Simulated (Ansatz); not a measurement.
Reaction (substitution at a C–Si bond): `C[Si]1(F)CS1` + `[SiH3]OBS` → `CSBO[SiH3]` + `F[SiH]1CS1`

Calculated with Ansatz (gas phase, PBE0-D4/def2-TZVP geometries, no zero-point term in ΔE). CCSD(T)/CBS adds triple-zeta CCSD(T) − MP2 to the extrapolated MP2 energy (def2 sets, frozen cores). DFT in def2-TZVPP. B3LYP here is the variant with VWN-RPA as its local correlation; programs differ in this. Each species was taken in one conformer, which may not be the lowest.

```tsv
level	ΔE (kJ/mol)	difference from CCSD(T)/CBS
PBE-D4	60.4	-1.7
r2SCAN-D4	63.9	1.8
PBE0-D4	63.2	1.1
B3LYP-D4	62.7	0.6
ωB97X-V	61.8	-0.3
B2PLYP	61.9	-0.2
r2SCAN	63.6	1.5
B3LYP	61.2	-0.9
HF/def2-TZVPP	62.4	0.3
CCSD(T)/def2-TZVPP	63.3	1.2
HF/def2-QZVPP	62.1	0.0
MP2/def2-QZVPP	62.7	0.6
SCS-MP2/def2-QZVPP	60.1	-2.0
HF/CBS(def2)	62.1	0.0
MP2/CBS(def2)	62.2	0.1
CCSD/CBS(def2)	63.2	1.1
CCSD(T)/CBS	62.1	0
```

Largest T1 diagnostic among the species: 0.013.
